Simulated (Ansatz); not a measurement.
Total energies of [Cu(PH3)2]+ (CuP2H6⁺) from Ansatz at PBE-D4/def2-TZVP, gas phase (1 Eh = 27.2114 eV = 2625.5 kJ/mol). The reference geometry is relaxed at PBE-D4/def2-SVP.

```xyz
9

Cu    0.008   -0.002   -0.006
P     1.122    1.660    0.993
H     1.433    1.506    2.376
H     0.505    2.947    1.010
H     2.408    1.998    0.476
P    -1.119   -1.661   -0.995
H    -0.476   -2.931   -1.091
H    -1.517   -1.471   -2.351
H    -2.363   -2.047   -0.413
```

| state | geometry | energy (Eh) |
| --- | --- | --- |
| charge 1 singlet | reference | -2326.09738 |
| charge 2 doublet | reference | -2325.55754 |
| charge 0 doublet | reference | -2326.23952 |

(1) Work out the vertical ionisation energy to the doublet.

(2) Work out the vertical electron affinity, to the doublet.

(3) Give the fundamental gap IE − EA, the Mulliken electronegativity (IE + EA)/2 and the hardness (IE − EA)/2.

(1) E(charge 2 doublet) − E(charge 1 singlet) = -2325.55754 − (-2326.09738) = 0.53984 Eh = 14.69 eV. For comparison, −ε of the highest occupied level is 10.99 eV at this level, 3.70 eV less.

(2) E(charge 1 singlet) − E(charge 0 doublet) = -2326.09738 − (-2326.23952) = 0.14214 Eh = 3.87 eV.

(3) From the values in Eh: IE − EA = 0.53984 − 0.14214 = 0.39770 Eh = 10.82 eV; (IE + EA)/2 = 9.28 eV; (IE − EA)/2 = 5.41 eV. The HOMO–LUMO gap of the same run is 4.80 eV, 6.02 eV smaller than the fundamental gap.

At PBE-D4/def2-TZVP the gap within one spin of the charge 0 doublet nearly closes, so an electron or hole may be smeared out by delocalisation error.
